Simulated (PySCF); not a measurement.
Vertical excitations of a molecule C₃H₉AlO from PySCF 2.14.0 with TDA-LC-ωPBE/def2-SVPD, as energy in eV (oscillator strength): 6.30 (0.006), 7.24 (0.003), 7.50 (0.064), 7.71 (0.048), 7.88 (0.018), 8.07 (0.230), 8.41 (0.035), 8.76 (0.163), 8.95 (0.111), 9.04 (0.208). Lowest triplet (TDA): 5.77 eV. Coordinates come from a PBE0-D3(BJ)/def2-SVP optimisation. Other conformers were not sampled.

Which molecule gave these data?
(A) CC(C)[O][AlH2]
(B) C[CH](C)[AlH][OH]
(C) C[CH2][Al]([CH3])[OH]
(D) CC[O][AlH][CH3]

D, CC[O][AlH][CH3]
